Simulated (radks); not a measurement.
Valence configurations of Cd III (all share [Kr]). All-electron calculation, scalar-relativistic Kohn-Sham, PBEsol, spin-polarised, spherical densities, point nucleus; open shells are filled with parallel spins first (spin-orbit coupling, left out, can overturn this in heavy ions). Program: a radial shooting solver on a logarithmic mesh with Libxc functionals. Energies are relative to 4d10; eigenvalues in eV for spin up.

| valence | E (eV) | moment (Bohr magnetons) | e(4d) | e(5p) | e(5s) |
|---|---|---|---|---|---|
| 4d10 | 0.000 | 0 | -30.439 | - | - |
| 4d9.5 5s0.5 | 4.736 | 1 | -32.829 | - | -22.548 |
| 4d9 5s1 | 9.770 | 2 | -35.229 | - | -23.773 |
| 4d9 5s0.5 5p0.5 | 13.443 | 2 | -35.879 | -16.830 | -24.186 |
| 4d9 5p1 | 17.125 | 2 | -36.519 | -17.215 | - |
| 4d8 5s2 | 22.542 | 2 | -39.972 | - | -25.222 |
| 4d8.5 5p1.5 | 26.626 | 3 | -39.526 | -18.389 | - |
| 4d8 5s0.5 5p1.5 | 32.813 | 4 | -41.925 | -19.140 | -27.119 |
| 4d8 5p2 | 36.808 | 4 | -42.524 | -19.468 | - |
| 4d7.5 5p2.5 | 47.694 | 5 | -45.518 | -20.478 | - |

NIST lists [Kr] 4d10 as the ground configuration; this level of theory agrees among the configurations tried. The energies are those of spherical high-spin densities, not of single terms.
